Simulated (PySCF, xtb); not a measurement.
**GeH2OS: where a starting geometry ends**

The starting geometry of this gas-phase singlet was built from a drawn formula by distance geometry and a force field; its bonds are those of `[O]=[Ge-][SH2+]`.

```csv
atom,x (Å),y (Å),z (Å)
Ge,-0.9607,0.8362,-0.3628
O,-0.5838,-0.2380,0.7816
S,-0.0329,0.0392,-2.4094
H,-0.7215,-1.1154,-2.2544
H,1.2179,-0.0384,-1.8532
```

Problem. Predict what becomes of its bonds when it is optimised with r2SCAN-D4/def2-SVP.

Solution. It loosens into GeO + H2S, which stay close as a complex. Contacts that open: Ge1–S3 (2.38 → 3.19 Å).

The energy falls by 1.17 eV over 21 steps:

```tsv
step	E − E(last) (eV)
1	1.168
3	0.165
5	0.020
8	0.001
10	0.001
12	0.000
14	0.000
17	0.000
19	0.000
21	0.000
```

Final geometry (Å):

```xyz
5

Ge   -1.2005    1.1377   -0.0171
O    -0.5328   -0.2450    0.5537
S    -0.0560    0.2465   -2.8530
H    -0.6306   -0.8954   -2.4134
H     1.0099    0.0411   -2.0473
```

From the same start GFN2-xTB reaches the same bonding as this run.

The end wasn't checked by frequencies. Run with PySCF 2.14.0, 100 s on 2 threads of Arm Neoverse V2, with other jobs on the host.
